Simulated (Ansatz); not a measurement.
Cost and result for the atomization energy of `C[SiH2]O[SiH2]F` (12 atoms, 11 bonds).

Cartesian coordinates in Å:
```
C 0.7837 1.5439 -0.8645
Si 1.1638 0.0489 0.1682
O -0.0694 -1.0402 0.0738
Si -1.5601 -1.4316 0.5520
F -2.5629 -0.2385 0.2027
H 0.6463 1.2693 -1.9129
H -0.1287 2.0343 -0.5169
H 1.6030 2.2658 -0.8058
H 1.3545 0.4314 1.5942
H 2.3862 -0.6416 -0.3144
H -2.0059 -2.6242 -0.1962
H -1.6106 -1.6174 2.0196
```

The species carries charge 0 and has multiplicity 1. All single points use the PBE0-D4/def2-TZVP geometry. It is one conformer, not always the lowest. Program: Ansatz. All runs use 4 threads of a server CPU on a shared host. Times are those of one run each, without the atoms' runs, and a repeat can differ threefold. Electronic energies, without spin–orbit coupling; frozen cores. CCSD(T)/CBS adds CCSD(T) − MP2 in def2-TZVPP to the MP2 limit, and its time is that of the two runs behind it. T1 = 0.011. B3LYP takes the VWN-RPA correlation (the form of Gaussian; ORCA's B3LYP/G). HSE06 is the plane-wave form, built on full-range PBE exchange.

CCSD(T)/CBS is a level of theory with its own doubt, some kJ/mol a heavy atom from the limit and from the frozen cores, so smaller differences don't rank the functionals.

```json
{"level": "PBE-D4/def2-TZVPP (with forces)", "functions": "275", "wall time": "2.4 s"}
{"level": "BHLYP-D4/def2-TZVPP", "functions": "275", "wall time": "3 s"}
{"level": "HSE06-D4/def2-TZVPP", "functions": "275", "wall time": "3.2 s"}
{"level": "r2SCAN-D4/def2-TZVPP (with forces)", "functions": "275", "wall time": "4.2 s"}
{"level": "B3LYP-D4/def2-TZVPP (with forces)", "functions": "275", "wall time": "4.5 s"}
{"level": "r2SCANh-D4/def2-TZVPP", "functions": "275", "wall time": "4.6 s"}
{"level": "CCSD(T)/def2-SVP", "functions": "113", "wall time": "4.8 s"}
{"level": "B2PLYP/def2-TZVPP", "functions": "275", "wall time": "5 s"}
{"level": "B97M-V/def2-TZVPP", "functions": "275", "wall time": "7 s"}
{"level": "ωB97X-V/def2-TZVPP", "functions": "275", "wall time": "7 s"}
{"level": "MP2/def2-QZVPP", "functions": "521", "wall time": "20 s"}
{"level": "CCSD(T)/def2-TZVPP", "functions": "275", "wall time": "2.7 min"}
{"level": "CCSD(T)/CBS(def2)", "functions": "–", "wall time": "3 min"}
```

(1) What atomization energy does each give, and how far from CCSD(T)/CBS? (Best estimate.)

Answers

(1) Computed: 
```csv
level,atomization (kJ/mol),difference from CCSD(T)/CBS,per bond
PBE-D4/def2-TZVPP (with forces),4449.5,-31.8,-2.9
BHLYP-D4/def2-TZVPP,4367.1,-114.2,-10.4
HSE06-D4/def2-TZVPP,4407.3,-74.0,-6.7
r2SCAN-D4/def2-TZVPP (with forces),4460.2,-21.1,-1.9
B3LYP-D4/def2-TZVPP (with forces),4449.0,-32.3,-2.9
r2SCANh-D4/def2-TZVPP,4437.8,-43.5,-4.0
CCSD(T)/def2-SVP,4159.3,-322.0,-29.3
B2PLYP/def2-TZVPP,4415.7,-65.6,-6.0
B97M-V/def2-TZVPP,4468.6,-12.7,-1.2
ωB97X-V/def2-TZVPP,4479.0,-2.3,-0.2
MP2/def2-QZVPP,4495.3,14.0,1.3
CCSD(T)/def2-TZVPP,4363.6,-117.7,-10.7
CCSD(T)/CBS(def2),4481.3,0.0,0.0
```

From BLYP to BHLYP (50 % exact exchange), in def2-TZVPP and without D4, the atomization energy moves by −32.5 kJ/mol: exact exchange takes away binding that semilocal exchange gives to molecules. In def2-TZVPP, CCSD(T) changes the Hartree–Fock value by +959.5 kJ/mol (the triples alone add +45.6 kJ/mol) and MP2 by +1019.2 kJ/mol; breaking electron pairs costs correlation energy, which Hartree–Fock lacks. At CCSD(T), def2-SVP lies −322.0 kJ/mol from the extrapolated value and def2-TZVPP −117.8 kJ/mol: correlation converges slowly with the basis, and small sets miss more of it in the bonded molecule than in its fragments.
